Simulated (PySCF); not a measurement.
C2H7NOSi2, SMILES C1(C)=N[SiH2]O[SiH2]1. Atoms are numbered in the order given.

```xyz
13

C      0.6726     2.5165     0.0000
C      0.3887     1.0414     0.0000
N      1.3297     0.1681     0.0000
Si     0.7709    -1.5135     0.0000
O     -0.9074    -1.3314     0.0000
Si    -1.3925     0.2747     0.0000
H      0.2162     2.9937     0.8847
H      0.2162     2.9937    -0.8847
H      1.7565     2.7016     0.0000
H      1.2338    -2.2222     1.2197
H      1.2338    -2.2222    -1.2197
H     -2.1849     0.6130     1.2150
H     -2.1849     0.6130    -1.2150
```
Charge 0, spin multiplicity 1.

Coordinates come from a B3LYP-D3(BJ)/def2-SVP optimisation. The structure was generated by enumeration, and PubChem lists no compound with its InChIKey, so it may never have been made.

Computed with PySCF with PBE/pcSseg-1.

GIAO shieldings, no solvent; atoms alike by connectivity are averaged. δ = σ(ref) − σ: ¹³C against TMS (σ = 182.0 ppm); ¹⁵N against NH3 (σ = 267.0 ppm); ²⁹Si against TMS (σ = 335.4 ppm); ¹⁷O against H2O (σ = 334.3 ppm); ¹H against TMS (σ = 31.49 ppm), references at their B3LYP-D3(BJ)/def2-TZVP geometries, non-relativistic.

```
nucleus       atoms  count  δ (ppm)
-------  ----------  -----  -------
¹³C              C2      1    213.2
¹³C              C1      1     35.7
¹⁵N              N3      1    450.4
²⁹Si            Si4      1      7.5
²⁹Si            Si6      1    -30.5
¹⁷O              O5      1     59.1
¹H         H10, H11      2     5.99
¹H         H12, H13      2     5.44
¹H       H7, H8, H9      3     2.82
```
